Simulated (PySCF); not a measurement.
Mg(OMe)(SeH) (CH₄MgOSe), SMILES C[O][Mg][SeH]. Atoms are numbered in the order given.

```xyz
8

Mg     0.1723    -0.4120    -0.4646
O      0.6284    -1.5588    -1.7328
C      0.9840    -2.4522    -2.7243
H      0.6473    -2.1166    -3.7264
H      2.0828    -2.5908    -2.7840
H      0.5426    -3.4558    -2.5566
Se    -0.4357     1.1781     1.2671
H     -1.4576     0.2342     1.7696
```
Charge 0, spin multiplicity 1.

The structure is a stationary point at B3LYP-D3(BJ)/def2-SVP. The structure was generated by enumeration; whether it is a known compound was not checked. The values are those of a single conformer.

Calculation: PySCF with B3LYP-D3(BJ)/def2-SVP.

Frequencies are harmonic and unscaled.

A small imaginary wavenumber (i) marks a very flat motion, where grid noise or a shallow saddle decides the sign.

Q: Estimate the vibrational spectrum. (The exact figures need the calculation; the answer reports its results.)

A: 
```
mode  ν (cm⁻¹)  IR (km/mol)  Raman (Å⁴/amu)  depolarisation  moving atoms (share of kinetic energy)
----  --------  -----------  --------------  --------------  --------------------------------------
1          18i          2.4             0.1            0.75                                  H 99 %
2           70          0.1             0.1            0.75         Mg 30 %, C 25 %, H 20 %, O 20 %
3           70          1.2             0.1            0.71         Mg 36 %, C 24 %, H 20 %, O 14 %
4          135         57.2             0.1            0.53                         O 50 %, Mg 40 %
5          140         56.6             0.6            0.75                         Mg 49 %, O 45 %
6          253          2.7            13.6            0.19        Se 39 %, O 21 %, C 19 %, Mg 15 %
7          502          2.4             0.8            0.73                                  H 95 %
8          666         50.6             1.8            0.13                         Mg 64 %, C 23 %
9         1185          0.1             0.0               –                          H 76 %, C 19 %
10        1186          0.0             0.0               –                          H 76 %, C 19 %
11        1272        433.5             7.5            0.16                          O 60 %, C 36 %
12        1474          0.2            24.6            0.75                                  H 96 %
13        1474          0.2            24.5            0.75                                  H 96 %
14        1483         47.2            19.0            0.68                          H 88 %, C 11 %
15        2388         17.8           145.5            0.31                                  H 99 %
16        2947        182.1           193.5            0.01                                  H 98 %
17        3006         68.6           148.4            0.75                          H 90 %, C 10 %
18        3006         68.5           149.4            0.75                          H 90 %, C 10 %
```
